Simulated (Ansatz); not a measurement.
Coupled-cluster run, `CB[SiH2]N`.

```yaml
crystal:
  periodic: [false, false, false]
  atoms:
    - {symbol: C, position_ang: [-1.030719, 1.833299, -0.248423]}
    - {symbol: B, position_ang: [-0.822905, 0.329694, 0.087721]}
    - {symbol: Si, position_ang: [0.969409, -0.576848, -0.043874]}
    - {symbol: N, position_ang: [0.822195, -2.289182, 0.116762]}
    - {symbol: H, position_ang: [-0.201306, 2.342714, -0.741329]}
    - {symbol: H, position_ang: [-1.208690, 2.337977, 0.714617]}
    - {symbol: H, position_ang: [-1.951918, 2.000268, -0.817214]}
    - {symbol: H, position_ang: [-1.773972, -0.278474, 0.504906]}
    - {symbol: H, position_ang: [1.854005, 0.083327, 0.979599]}
    - {symbol: H, position_ang: [1.631695, -0.295478, -1.352098]}
    - {symbol: H, position_ang: [1.632988, -2.883959, 0.057466]}
    - {symbol: H, position_ang: [0.156018, -2.658538, 0.775769]}
basis:
  gaussian: {orbitals: def2-TZVPP}
correlation: {method: ccsd_t}
output: {orbitals: {seedname: orbitals}}
```

```sh
$ ansatz run in.yaml --threads 2 --pin off --events-out ev --progress --plain --max-ram 4352MiB
```

The program prints (abridged):

```
Functional definition: HF
1416 factors; integrals over basis functions are off by at most 1.1e-3 eV
mean field evaluation 1: about -11170.2283 eV, gradient 4.1e1 eV
mean field evaluation 2: about -11170.3894 eV, gradient 4.1e1 eV
mean field evaluation 4: about -11174.5096 eV, gradient 3.9e0 eV
mean field evaluation 8: about -11174.5754 eV, gradient 2.2e-1 eV
mean field evaluation 16: about -11174.5757 eV, gradient 2.8e-6 eV
mean field -11174.57570038 eV, -410.6580825894 hartree, gradient 2.8e-6 eV, S^2 0.000000; 0 other end points of the search recorded, 0 dependent functions left out
8 core orbitals not correlated: weight in the atoms' cores, before any rotation towards them, 1.000 or more for the frozen orbitals, at most 0.000 for the correlated occupied ones
reference -11174.57570038 eV, -410.6580825894 hartree; 12, 12 occupied and 227, 227 virtual orbitals, 1416 factors
second order -16.83409314 eV of doubles, -0.00000000 eV of singles
cycle   1  -17.78138166 eV  change   -9.5e-1 eV  update   8.5e-2
cycle   2  -18.24965717 eV  change   -4.7e-1 eV  update   2.6e-2
cycle   3  -18.30893856 eV  change   -5.9e-2 eV  update   1.0e-2
cycle   4  -18.30298951 eV  change    5.9e-3 eV  update   3.0e-3
cycle   5  -18.30253222 eV  change    4.6e-4 eV  update   1.3e-3
cycle   6  -18.30238657 eV  change    1.5e-4 eV  update   4.3e-4
cycle   7  -18.30224077 eV  change    1.5e-4 eV  update   1.5e-4
cycle   8  -18.30225662 eV  change   -1.6e-5 eV  update   6.6e-5
cycle   9  -18.30226614 eV  change   -9.5e-6 eV  update   2.5e-5
perturbative correction -0.65607604 eV, -0.0241103498 hartree
Total energy: -11193.53404256 eV, -411.3547888142 hartree
```

Hardware: 2 threads of an Arm Neoverse V2 on a shared host. Wall time 9.4 min, peak host memory 2 GiB.

Correlation energy per correlated electron: -0.790 eV. T1 diagnostic: 0.0107.
